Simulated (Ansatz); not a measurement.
`[OH][GeH2][Br]` + `NCF` → `[OH][GeH2][NH]CF` + HBr  (ligand exchange at a Ge–Br bond)

Program: Ansatz. Geometries: PBE0-D4/def2-TZVP. ΔE: electronic, gas phase. CCSD(T)/CBS adds triple-zeta CCSD(T) − MP2 to the extrapolated MP2 energy (def2 sets, frozen cores). DFT in def2-TZVPP. For Br, Ge outer-core shells are correlated without core-valence functions, which leaves a few kJ/mol of doubt a bond. Scalar relativity is left out up to krypton. One conformer a species, not always the lowest.

`[OH][GeH2][Br]`:

```xyz
6

O    -0.432   -0.754   -1.128
Ge    0.005   -0.063    0.438
Br   -0.105    2.241    0.308
H     0.141   -0.462   -1.842
H     1.453   -0.404    0.813
H    -1.062   -0.558    1.411
```

`NCF`:

Cartesian coordinates in Å:
```
N 0.731 0.162 -0.487
C -0.457 0.163 0.257
F -0.835 -1.109 0.721
H 1.531 -0.139 0.052
H 0.664 -0.387 -1.332
H -0.347 0.789 1.145
H -1.287 0.520 -0.356
```

`[OH][GeH2][NH]CF`:

```xyz
11

O    -2.012   -0.600   -0.827
Ge   -1.227    0.345    0.458
N     0.492   -0.245    0.780
C     1.493    0.081   -0.143
F     1.260   -0.476   -1.423
H    -1.426   -0.703   -1.582
H    -1.067    1.817    0.044
H    -2.086    0.107    1.700
H     0.567   -1.191    1.127
H     2.469   -0.296    0.170
H     1.537    1.161   -0.302
```

HBr:

Z-matrix (Å, degrees):
```
Br
H 1 1.420
```

| level | ΔE (kJ/mol) | difference from CCSD(T)/CBS |
| --- | --- | --- |
| LDA (SPW92) | 66.6 | -0.4 |
| PBE-D4 | 74.6 | 7.6 |
| BHLYP-D4 | 76.7 | 9.7 |
| CAM-B3LYP-D4 | 68.9 | 1.9 |
| ωB97X-V | 70.3 | 3.3 |
| B2PLYP | 73.3 | 6.3 |
| revPBE | 82.0 | 15.0 |
| r2SCANh | 77.0 | 10.0 |
| r2SCAN0 | 78.4 | 11.4 |
| LC-ωPBE | 71.9 | 4.9 |
| RPA@PBE/def2-TZVPP | 59.2 | -7.8 |
| HF/def2-SVP | 76.4 | 9.4 |
| MP2/def2-SVP | 60.3 | -6.7 |
| CCSD/def2-TZVPP | 66.2 | -0.8 |
| CCSD(T)/def2-TZVPP | 64.0 | -3.0 |
| HF/def2-QZVPP | 84.7 | 17.7 |
| CCSD(T)/CBS | 67.0 | 0 |

Task: What do rigid-rotor, harmonic-oscillator terms from PBE0-D4/def2-TZVP frequencies (298.15 K, 1 bar) make of the CCSD(T)/CBS value? (Best estimate.)

Result: Ansatz gave: ΔZPE = -12.5 kJ/mol, ΔH = +56.7 kJ/mol, ΔS = -22 J/(mol·K), ΔG = +63.2 kJ/mol.

Largest T1 diagnostic among the species: 0.012.

In def2-TZVPP, CCSD(T) changes the Hartree–Fock value by −20.8 kJ/mol (the triples alone add −2.2 kJ/mol) and MP2 by −18.5 kJ/mol. At CCSD(T), def2-SVP lies −9.8 kJ/mol from the extrapolated value and def2-TZVPP −3.0 kJ/mol.
